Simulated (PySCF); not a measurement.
C₄H₈O₂, SMILES C[C@]1(O)C[C@@H]1O.

Coordinates come from a ωB97X-D3(BJ)/def2-SVP optimisation. The structure was generated by enumeration; whether it is a known compound was not checked. Other conformers were not sampled.

Level of theory: PBE/def2-TZVP (PySCF).

Gas-phase values at a fixed geometry.

The total energy is -307.39719 hartree. The highest occupied level is -5.79 eV, the lowest empty level is 0.17 eV and the orbital gap is 5.97 eV. The dipole moment is 1.07 D. The quadrupole, principal values (traceless, Buckingham form, about the centre of nuclear charge) is -8.92, 0.52, 8.39 D·Å. The mean static polarisability is 57.6 bohr³ (8.53 Å³). The polarisability, principal values is 54.2, 56.4, 62.1 bohr³.
